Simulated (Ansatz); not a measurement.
# Ligand exchange: C2H5FSn + C4H9N → C2H7NSn + C4H7F

Species: C2H5FSn `C[CH2][Sn][F]`, singlet; C4H9N (cyclobutylamine) `NC1CCC1`, singlet; C2H7NSn `C[CH2][Sn][NH2]`, singlet; C4H7F `FC1CCC1`, singlet. The partners trade F for NH2: Sn–F and C–NH2 bonds give way to Sn–NH2 and C–F.

Shapes, held fixed at every level: PBE0-D4/def2-TZVP. Flexible molecules stand in one conformer, not always the lowest. Programs: Ansatz 0.2.0. The zero-point and thermal change to 298 K, harmonic and unscaled (PBE0-D4/def2-TZVP), is -2.4 kJ/mol.

| level | kind | ΔH(298 K) (kJ/mol) | less CCSD(T)/def2-TZVPP |
| --- | --- | --- | --- |
| HF/def2-SVP | Hartree–Fock | +58.0 | +10.3 |
| HF/def2-TZVPP | Hartree–Fock | +53.1 | +5.4 |
| PBE-D4/def2-TZVPP | GGA | +51.9 | +4.2 |
| PBE0-D4/def2-TZVPP | global hybrid | +52.4 | +4.7 |
| wB97M-V/def2-TZVPP | range-separated hybrid | +53.3 | +5.6 |
| MP2/def2-TZVPP | perturbation theory | +50.9 | +3.2 |
| CCSD(T)/def2-TZVPP | coupled cluster or CI | +47.7 | 0.0 |

The highest level, CCSD(T)/def2-TZVPP, gives ΔH(298 K) = +47.7 kJ/mol; the levels span +47.7 to +58.0. The column of differences is taken from that level and isn't an error. No measured value is set beside it here. For atoms past krypton def2 sets carry core potentials with scalar relativity. Outer-core shells of Sn are correlated, in sets that cover them unevenly. CCSD(T)/def2-TZVPP lies outside the range of all other levels here, so it shouldn't be taken on trust.
